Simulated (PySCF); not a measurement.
Isomers of C6H12OSSi.

All values: PBE0/pcSseg-1 (PySCF) at GFN2-xTB geometries, gas phase, one conformer each.

(1) Rank by dipole moment, highest first.
A. `[CH3:1][CH2:2]/[CH:3]=[CH:4]/[Si@H:5]1[O:6][CH2:7][CH2:8][S:9]1` with C1–C2–C3–C4 -120°, C3–C4–Si5–O6 -6°, C4–Si5–O6–C7 137°, Si5–O6–C7–C8 -40°, O6–C7–C8–S9 44°, C7–C8–S9–Si5 -28°
B. `[CH2:1]=[CH:2][CH2:3][C@@H:4]1[CH2:5][S:6][C@H:7]1[O:8][SiH3:9]` with C1–C2–C3–C4 119°, C2–C3–C4–C5 -66°, S6–C7–O8–Si9 -62°, C3–C4–C5–S6 -135°, C4–C5–S6–C7 11°, C5–S6–C7–O8 -129°, C3–C4–C7–S6 135°
C. `[CH3:1][O:2][C@@H:3]1[C@@H:4]([SiH3:5])[C@@H:6]1[C:7]([CH3:8])=[S:9]` with C1–O2–C3–C4 -76°, C4–C6–C7–C8 163°
D. `[CH3:1][S:2][C@@H:3]1[CH2:4][C@@H:5]([CH:6]=[O:7])[CH2:8][SiH2:9]1` with C1–S2–C3–C4 -165°, C4–C5–C6–O7 -133°, S2–C3–C4–C5 -80°, C3–C4–C5–C6 -170°, C4–C5–C8–Si9 38°, C5–C8–Si9–C3 -14°
E. `[CH3:1][C:2]#[C:3][Si@@:4]([OH:5])([CH2:6][CH3:7])[S:8][CH3:9]` with C3–Si4–O5–H -80°, C3–Si4–C6–C7 -64°, C3–Si4–S8–C9 -58°
F. `[CH3:1][CH2:2][S:3][C@@H:4]1[CH2:5][Si@@H:6]1[C:7]([CH3:8])=[O:9]` with C1–C2–S3–C4 -78°, C2–S3–C4–C5 -71°, C5–Si6–C7–C8 -26°

(2) Rank by LUMO energy, lowest first.
A. `[CH3:1][C:2]#[C:3][Si@@:4]([OH:5])([CH2:6][CH3:7])[S:8][CH3:9]` with C3–Si4–O5–H -80°, C3–Si4–C6–C7 -64°, C3–Si4–S8–C9 -58°
B. `[CH2:1]=[C:2]([CH2:3][CH3:4])[SiH2:5][O:6][C:7]([CH3:8])=[S:9]` with C1–C2–C3–C4 0°, C1–C2–Si5–O6 1°, C2–Si5–O6–C7 180°, Si5–O6–C7–C8 180°
C. `[CH3:1][S:2][C@@H:3]1[CH2:4][C@@H:5]([CH:6]=[O:7])[CH2:8][SiH2:9]1` with C1–S2–C3–C4 -165°, C4–C5–C6–O7 -133°, S2–C3–C4–C5 -80°, C3–C4–C5–C6 -170°, C4–C5–C8–Si9 38°, C5–C8–Si9–C3 -14°
D. `[CH3:1][CH2:2]/[CH:3]=[CH:4]/[Si@H:5]1[O:6][CH2:7][CH2:8][S:9]1` with C1–C2–C3–C4 -120°, C3–C4–Si5–O6 -6°, C4–Si5–O6–C7 137°, Si5–O6–C7–C8 -40°, O6–C7–C8–S9 44°, C7–C8–S9–Si5 -28°
E. `[OH:1][CH2:2][C@@H:3]1[CH2:4][C@:5]12[CH2:6][C@H:7]2[S:8][SiH3:9]` with H–O1–C2–C3 56°, O1–C2–C3–C4 -86°, C6–C7–S8–Si9 160°
F. `[CH3:1][O:2][C@@H:3]1[C@@H:4]([SiH3:5])[C@@H:6]1[C:7]([CH3:8])=[S:9]` with C1–O2–C3–C4 -76°, C4–C6–C7–C8 163°

(3) Rank by the highest IAO charge on any atom, lowest value first.
A. `[CH3:1][CH2:2]/[CH:3]=[CH:4]/[Si@H:5]1[O:6][CH2:7][CH2:8][S:9]1` with C1–C2–C3–C4 -120°, C3–C4–Si5–O6 -6°, C4–Si5–O6–C7 137°, Si5–O6–C7–C8 -40°, O6–C7–C8–S9 44°, C7–C8–S9–Si5 -28°
B. `[CH2:1]=[C:2]([CH2:3][CH3:4])[SiH2:5][O:6][C:7]([CH3:8])=[S:9]` with C1–C2–C3–C4 0°, C1–C2–Si5–O6 1°, C2–Si5–O6–C7 180°, Si5–O6–C7–C8 180°
C. `[CH3:1][C:2]#[C:3][Si@@:4]([OH:5])([CH2:6][CH3:7])[S:8][CH3:9]` with C3–Si4–O5–H -80°, C3–Si4–C6–C7 -64°, C3–Si4–S8–C9 -58°
D. `[CH3:1][CH2:2][S:3][C@@H:4]1[CH2:5][Si@@H:6]1[C:7]([CH3:8])=[O:9]` with C1–C2–S3–C4 -78°, C2–S3–C4–C5 -71°, C5–Si6–C7–C8 -26°
E. `[CH2:1]=[CH:2][SiH2:3][S:4][C:5]([CH3:6])([CH3:7])[CH:8]=[O:9]` with C1–C2–Si3–S4 -127°, C2–Si3–S4–C5 85°, Si3–S4–C5–C6 72°, S4–C5–C8–O9 100°
F. `[CH2:1]=[C:2]([S:3][CH3:4])[C@@H:5]1[SiH2:6][C@@H:7]1[O:8][CH3:9]` with C1–C2–S3–C4 24°, C1–C2–C5–Si6 -137°, Si6–C7–O8–C9 75°

Results:

(1) D (4.16 D), F (3.56 D), C (2.82 D), E (2.62 D), A (1.88 D), B (1.36 D).

(2) F (-1.73 eV), B (-1.38 eV), C (-0.68 eV), D (-0.45 eV), A (-0.10 eV), E (0.22 eV).

(3) F (+0.563 e), E (+0.689 e), D (+0.722 e), B (+0.961 e), A (+1.059 e), C (+1.197 e).

All values together:

```tsv
SMILES	μ (D)	HOMO (eV)	LUMO (eV)	lowest IAO charge (e)	highest IAO charge (e)	lowest Hirshfeld charge (e)	highest Hirshfeld charge (e)
C=CC[C@@H]1CS[C@H]1O[SiH3]	1.36	-6.47	-0.13	-0.613 (O)	+0.865 (Si)	-0.214 (O)	+0.382 (Si)
CC#C[Si@@](O)(CC)SC	2.62	-6.58	-0.10	-0.780 (O)	+1.197 (Si)	-0.296 (O)	+0.418 (Si)
CC/C=C/[Si@H]1OCCS1	1.88	-6.65	-0.45	-0.643 (O)	+1.059 (Si)	-0.226 (O)	+0.386 (Si)
CCS[C@@H]1C[Si@@H]1C(C)=O	3.56	-6.47	-1.42	-0.521 (C)	+0.722 (Si)	-0.222 (O)	+0.318 (Si)
C=C(SC)[C@@H]1[SiH2][C@@H]1OC	1.32	-5.85	-0.11	-0.516 (C)	+0.563 (Si)	-0.141 (C)	+0.269 (Si)
OC[C@@H]1C[C@]12C[C@H]2S[SiH3]	0.55	-6.78	0.22	-0.549 (O)	+0.549 (Si)	-0.236 (O)	+0.295 (Si)
CO[C@@H]1[C@@H]([SiH3])[C@@H]1C(C)=S	2.82	-6.07	-1.73	-0.432 (C)	+0.616 (Si)	-0.141 (C)	+0.321 (Si)
CS[C@@H]1C[C@@H](C=O)C[SiH2]1	4.16	-6.34	-0.68	-0.535 (C)	+0.734 (Si)	-0.227 (O)	+0.332 (Si)
C=C[SiH2]SC(C)(C)C=O	0.96	-7.08	-0.95	-0.436 (C)	+0.689 (Si)	-0.206 (O)	+0.313 (Si)
C=C(CC)[SiH2]OC(C)=S	2.63	-6.61	-1.38	-0.531 (O)	+0.961 (Si)	-0.157 (S)	+0.375 (Si)
```

Conformers: `[CH2:1]=[CH:2][CH2:3][C@@H:4]1[CH2:5][S:6][C@H:7]1[O:8][SiH3:9]` with C1–C2–C3–C4 119°, C2–C3–C4–C5 -66°, S6–C7–O8–Si9 -62°, C3–C4–C5–S6 -135°, C4–C5–S6–C7 11°, C5–S6–C7–O8 -129°, C3–C4–C7–S6 135°; `[CH3:1][C:2]#[C:3][Si@@:4]([OH:5])([CH2:6][CH3:7])[S:8][CH3:9]` with C3–Si4–O5–H -80°, C3–Si4–C6–C7 -64°, C3–Si4–S8–C9 -58°; `[CH3:1][CH2:2]/[CH:3]=[CH:4]/[Si@H:5]1[O:6][CH2:7][CH2:8][S:9]1` with C1–C2–C3–C4 -120°, C3–C4–Si5–O6 -6°, C4–Si5–O6–C7 137°, Si5–O6–C7–C8 -40°, O6–C7–C8–S9 44°, C7–C8–S9–Si5 -28°; `[CH3:1][CH2:2][S:3][C@@H:4]1[CH2:5][Si@@H:6]1[C:7]([CH3:8])=[O:9]` with C1–C2–S3–C4 -78°, C2–S3–C4–C5 -71°, C5–Si6–C7–C8 -26°; `[CH2:1]=[C:2]([S:3][CH3:4])[C@@H:5]1[SiH2:6][C@@H:7]1[O:8][CH3:9]` with C1–C2–S3–C4 24°, C1–C2–C5–Si6 -137°, Si6–C7–O8–C9 75°; `[OH:1][CH2:2][C@@H:3]1[CH2:4][C@:5]12[CH2:6][C@H:7]2[S:8][SiH3:9]` with H–O1–C2–C3 56°, O1–C2–C3–C4 -86°, C6–C7–S8–Si9 160°; `[CH3:1][O:2][C@@H:3]1[C@@H:4]([SiH3:5])[C@@H:6]1[C:7]([CH3:8])=[S:9]` with C1–O2–C3–C4 -76°, C4–C6–C7–C8 163°; `[CH3:1][S:2][C@@H:3]1[CH2:4][C@@H:5]([CH:6]=[O:7])[CH2:8][SiH2:9]1` with C1–S2–C3–C4 -165°, C4–C5–C6–O7 -133°, S2–C3–C4–C5 -80°, C3–C4–C5–C6 -170°, C4–C5–C8–Si9 38°, C5–C8–Si9–C3 -14°; `[CH2:1]=[CH:2][SiH2:3][S:4][C:5]([CH3:6])([CH3:7])[CH:8]=[O:9]` with C1–C2–Si3–S4 -127°, C2–Si3–S4–C5 85°, Si3–S4–C5–C6 72°, S4–C5–C8–O9 100°; `[CH2:1]=[C:2]([CH2:3][CH3:4])[SiH2:5][O:6][C:7]([CH3:8])=[S:9]` with C1–C2–C3–C4 0°, C1–C2–Si5–O6 1°, C2–Si5–O6–C7 180°, Si5–O6–C7–C8 180°.
